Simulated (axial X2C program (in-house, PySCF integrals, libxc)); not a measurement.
Br₂⁻: cheaper levels and CCSD(T), two-component

Calculated with an in-house all-electron X2C program for linear molecules (integrals from PySCF). Two-component (2c) means X2C with spin–orbit coupling and atomic mean-field two-electron Coulomb and Gaunt terms. Basis: Br dyall-acv3z [9s10p7d5f1g] (cores contracted in-house); Gaussian nuclei, density fitting, unrestricted open shells. Masses: Br 78.918 u.

State: Ω = 1/2 (⟨Sz⟩ = 0.49, ⟨Lz⟩ = 0.01 at HF); fragments Br- + Br.

```
level  Re (Å)  ωe (cm⁻¹)  De (eV)
 PBE0   2.876      140.0     1.40
   HF   2.908      148.8    0.465
  MP2   2.821      164.1     1.14
 CCSD   2.857      156.9     1.06
 PW91   2.935      122.7     1.60
```

Correlated methods: 15 electrons correlated (number of frozen shells: Br 3 s, 2 p, 1 d), 289 virtual spin orbitals or spinors in MP2, 90 natural virtuals in coupled cluster.

CCSD(T), same Hamiltonian and basis:

Re = 2.852 Å, ωe = 157.8 cm⁻¹, De = 1.08 eV; T1 = 0.008 (Lee–Taylor normalisation).

Give the differences from CCSD(T) in the columns below.



```tsv
level	ΔRe (Å)	Δωe (cm⁻¹)	ΔDe (eV)
PBE0	0.024	-17.8	0.32
HF	0.056	-9.0	-0.62
MP2	-0.031	6.3	0.06
CCSD	0.005	-0.9	-0.02
PW91	0.083	-35.1	0.52
```

One determinant describes the state; a PBE0 search over occupations chose it and may have missed a lower one. Dissociation energies refer to the lowest single-determinant-based atoms at the same level and basis. Density functionals use the spin component along the axis (collinear). Coupled cluster ran in a truncated set of natural virtual spinors; the MP2 energy of the rest was added. (T) has no such correction and the atoms are truncated less, which lowers De at CCSD(T) by a hundredth of an eV or more. The functionals have no current-density term, which raises determinants with orbital currents, atoms included. The highest occupied level of some functionals is positive through self-interaction error; at Hartree–Fock it is bound. Hartree–Fock gets electron affinities wrong, so its lowest charge split need not be the true one. The levels of this run spread widely (ωe from 123 to 164 cm⁻¹), so these constants depend on the method.
